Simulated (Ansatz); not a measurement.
The cluster B3F2, relaxed as a quartet with UKS PBE-D4/def2-SVP in Ansatz, starting from the PBE-D4/def2-SVP geometry of the neutral doublet. Force threshold 0.02 eV/Å.

At PBE-D4/def2-SVP a doublet of charge 0 lies 1.52 eV below the quartet, each at its own geometry. The structure comes from a short search, and lower isomers may exist.

Start:

```xyz
5

B     0.001    0.000   -0.001
B    -0.773   -1.130   -0.667
B     0.773    1.130    0.667
F    -1.431   -2.090   -1.233
F     1.429    2.090    1.234
```

```
         step  energy (eV)  largest force component (eV/Å)  SCF passes
            1   -7445.3779                           0.966         258
            2   -7445.4817                           0.309         165
            3   -7445.4882                           0.033         166
            4   -7445.4882                           0.004         190
            5   -7445.4882                           0.006         189
            6   -7445.4882                           0.009         137
            7   -7445.4883                           0.023         111
            8   -7445.4892                           0.087         175
            9   -7445.5044                           0.335          96
           10   -7445.6761                           0.755          38
           11   -7445.7665                           1.211          35
           12   -7445.8593                           0.333          33
           13   -7445.8807                           0.135          31
           14   -7445.8817                           0.078          29
           15   -7445.8837                           0.114          32
           16   -7445.8871                           0.603          37
17 (rejected)   -7445.8797                           0.705          36
           18   -7445.9590                           0.537          32
           19   -7446.0042                           0.398          33
           20   -7446.0191                           0.382          30
21 (rejected)   -7445.9833                           0.555          37
           22   -7446.0324                           0.469          33
23 (rejected)   -7446.0206                           0.311          33
           24   -7446.0344                           0.173          31
25 (rejected)   -7446.0343                           0.257          31
           26   -7446.0359                           0.049          30
27 (rejected)   -7446.0358                           0.031          30
           28   -7446.0359                           0.020          26
```

Force components are those of the run's own axes.

End:

```xyz
5

B    -0.0024    0.0284   -0.0821
B    -0.7841   -1.0082   -1.0990
B     0.7559    1.0454    0.8375
F    -1.4003   -2.1525   -0.8840
F     1.4309    2.0868    1.2277
```

By distances, no bond broke or formed. The bond that changes most is B1–B2, from 1.52 to 1.65 Å (atoms count from 1).

The force fell under the threshold at step 4, but the optimiser went on and released 0.548 eV more. No frequencies were taken in this run, so the end may be a saddle point.

It took 52 s on 4 threads of Arm Neoverse V1 on a shared host.
